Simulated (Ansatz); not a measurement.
This geometry of Cl₂H₂SSi (6 atoms, charge 0, multiplicity 1) is a first-order saddle point.

Level of theory: RKS PBE0/6-31G in Ansatz.

```xyz
6
Properties=species:S:1:pos:R:3
S -1.525 0.358 -0.872
Si 0.296 -0.198 0.255
Cl -0.087 -0.108 2.381
Cl 0.872 -2.230 -0.205
H -0.955 1.411 -1.545
H 1.442 0.703 -0.061
```

Question: Which two structures does it join? (They come from a converged band through this point; their orientation in space is the band's.)

Answer: No bond is made or broken. The dihedral H5–S1–Si2–H6 goes from 68 to -64°. The two ends are copies of one structure, up to a mirror image or an exchange of like atoms.

Initial state:

```xyz
6
Properties=species:S:1:pos:R:3
S -1.508 0.817 -0.481
Si 0.339 -0.095 0.323
Cl -0.097 -0.573 2.377
Cl 0.871 -1.896 -0.760
H -1.105 0.895 -1.795
H 1.541 0.787 0.289
```

Final state:

```xyz
6
Properties=species:S:1:pos:R:3
S -1.223 0.294 -1.271
Si 0.404 -0.224 0.133
Cl -0.229 -0.036 2.197
Cl 0.906 -2.274 -0.293
H -1.452 1.570 -0.806
H 1.636 0.606 -0.007
```

Question: How far does it lie above each of them?

Answer: 0.7 kcal/mol above the first and 0.7 kcal/mol above the second. This is the barrier of this one path; another mechanism may lie lower. Limits of this set-up: no polarisation functions.

Time of the run: 79 s on 1 thread of Intel(R) Xeon(R) Platinum 8259CL CPU @ 2.50GHz (Skylake/Cascade Lake) (shared host), peak memory 0.15 GiB.
